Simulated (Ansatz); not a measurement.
`C=C[SiH](Cl)N[SiH2]Cl` + `C=CN[SiH3]` → `C=CN([SiH3])[SiH2]Cl` + `C=C[SiH](N)Cl`  (ligand exchange at the Si–N bond)

Computed with Ansatz on PBE0-D4/def2-TZVP structures; ΔE is electronic, products minus reactants. CBS: MP2 limit from def2 TZ/QZ plus the TZ coupled-cluster correction, frozen cores. This one scheme is used for every species. Functionals use def2-TZVPP. B3LYP here is the variant with VWN-RPA as its local correlation; programs differ in this. Each species was taken in one conformer, which may not be the lowest.

`C=C[SiH](Cl)N[SiH2]Cl`:

Cartesian coordinates in Å:
```
C 1.420 -1.640 0.932
C 1.129 -0.342 0.903
Si -0.602 0.248 1.141
Cl -0.695 1.663 2.637
N -1.167 0.970 -0.316
Si -0.502 0.824 -1.888
Cl -0.891 -1.006 -2.757
H 0.655 -2.393 1.100
H 2.431 -2.010 0.789
H 1.930 0.376 0.737
H -1.463 -0.871 1.589
H -2.088 1.386 -0.276
H -1.126 1.848 -2.755
H 0.968 0.947 -1.835
```

`C=CN[SiH3]`:

```xyz
11

C    -1.762    0.116    1.252
C    -0.846    0.326    0.308
N     0.411   -0.243    0.237
Si    1.490   -0.132   -1.109
H    -1.591   -0.568    2.077
H    -2.708    0.637    1.218
H    -1.061    1.019   -0.503
H     0.626   -0.879    0.990
H     2.833   -0.524   -0.616
H     1.123   -1.018   -2.249
H     1.485    1.269   -1.604
```

`C=CN([SiH3])[SiH2]Cl`:

```xyz
14

C     1.473   -1.473   -0.785
C     0.238   -0.972   -0.799
N    -0.243    0.083   -0.016
Si   -1.908    0.599   -0.187
Si    0.877    0.814    1.086
Cl   -0.148    2.304    2.060
H     1.724   -2.295   -1.441
H     2.265   -1.102   -0.143
H    -0.499   -1.401   -1.473
H    -2.488   -0.291   -1.224
H    -2.000    2.010   -0.634
H    -2.662    0.442    1.081
H     1.354   -0.152    2.100
H     2.018    1.432    0.375
```

`C=C[SiH](N)Cl`:

```xyz
11

C     0.294    1.852   -0.794
C     0.079    1.046    0.242
Si    0.415   -0.773    0.260
N    -1.003   -1.590    0.733
Cl    1.128   -1.297   -1.619
H     0.696    1.477   -1.730
H     0.080    2.915   -0.749
H    -0.324    1.476    1.158
H     1.481   -1.174    1.205
H    -1.883   -1.371    0.292
H    -0.963   -2.560    1.003
```

CCSD(T)/CBS gives +10.5 kJ/mol.

Question: Another level gave +16.0 kJ/mol. Which?
A. B3LYP/def2-TZVPP
B. B3LYP-D4/def2-TZVPP
C. CCSD(T)/def2-TZVPP
D. HF/def2-TZVPP

Answer: B. B3LYP-D4 16.0, B3LYP 21.7, CCSD(T)/def2-TZVPP 11.3, HF/def2-TZVPP 26.9 kJ/mol.

Largest T1 diagnostic among the species: 0.012.

In def2-TZVPP, CCSD(T) changes the Hartree–Fock value by −15.7 kJ/mol (the triples alone add −2.5 kJ/mol) and MP2 by −17.1 kJ/mol. The D4 term adds −5.6 kJ/mol with B3LYP and −2.3 kJ/mol with PBE0; it sums over pairs of atoms, weighted by their polarisabilities, and B3LYP, whose exchange is more repulsive, gets the larger term.
